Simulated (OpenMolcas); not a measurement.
# Levels of Cs by method

```json
{
  "Program": "OpenMolcas",
  "Basis": "ANO-RCC-VTZP [8s7p4d2f1g]",
  "Scalar Hamiltonian": "DKH2, point nucleus",
  "Active space": "1 electron in 4 orbitals (6s 6p)",
  "State averaging": "2S+1 = 2 even, 1 root; 2S+1 = 2 odd, 3 roots",
  "Spin-orbit coupling": "RASSI with atomic mean-field integrals over the reference wave functions, term energies averaged over their components"
}
```

Methods on the same reference wave functions:
A. CASSCF
B. SS-CASPT2, IPEA 0.25 Eh, imaginary shift 0.1 Eh (closed shells correlated: 5s 5p)
C. XMS-CASPT2, IPEA 0.25 Eh, imaginary shift 0.1 Eh (closed shells correlated: 5s 5p)

Energies in cm⁻¹ above 6s ²S_1/2, the measured ground level; measured values from NIST Handbook of Basic Atomic Spectroscopic Data.

```json
{"Level": "6s ²S_1/2", "A": "0.0", "B": "0.0", "C": "0.0", "Measured": "0.0"}
{"Level": "6p ²P°_1/2", "A": "9292", "B": "10771", "C": "10714", "Measured": "11178"}
{"Level": "6p ²P°_3/2", "A": "9599", "B": "11078", "C": "11021", "Measured": "11732"}
```

Deviations, from unrounded energies. A percentage is the sum of absolute deviations over the sum of measured energies, with the sign that they share, or ± where signs differ.

```
           Against measurement  Levels      A     B     C
mean absolute deviation (cm-1)       2   2000   530   590
      other configurations (%)       2  -17.5  -4.6  -5.1
```

B lies closest to measurement on these levels and A furthest from it. The largest miss of B in the table is 6p ²P°_3/2, by -650 cm-1. The ranking rests on the paired levels alone, and a cruder setting can come out closer through cancelling errors.

Between B and C the level of the table that moves most is 6p ²P°_3/2, by 57 cm-1 (lowest in C, highest in B).

The lowest spin-free term lies below A's lowest term by 0.155 hartree in B, 0.155 hartree in C.

ANO sets are built for ground and valence states and can reach diffuse excited orbitals poorly. With one active electron the reference holds no correlation, so core polarisation is missing (holds for A). With one active electron, CASPT2 adds the correlation within the correlated inactive shells and between them and that electron, and leaves the splitting within a term as the reference gives it (holds for B; C). Measured partners are found by configuration, term and J. A level has none where our copy of the source lacks it or the pairing is in doubt (some pairs that miss far off the trend of their configuration count as doubtful), and it then counts in no deviation. Levels of configurations outside the active space are missing.

° marks odd parity.
